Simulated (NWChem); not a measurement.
System: SnF₂, singlet; SMILES [F][Sn][F]

Results from NWChem. Low-valent species are run as closed-shell singlets; no triplet was tried in these runs. All runs use the structure optimised with PBE0/def2-SVP. Not confirmed as a minimum by frequencies. def2 effective core potentials on Sn; no spin-orbit coupling. Ions are spin-unrestricted doublets at the neutral geometry; other ion states weren't tried.

Problem. Estimate the computed values for PBE/def2-SVP. Quantities: vertical ionisation energy, ΔSCF (eV); −ε(HOMO) (eV).

Solution. The vertical ionisation energy, ΔSCF (eV) comes out as 10.79 and the −ε(HOMO) (eV) is 7.18.
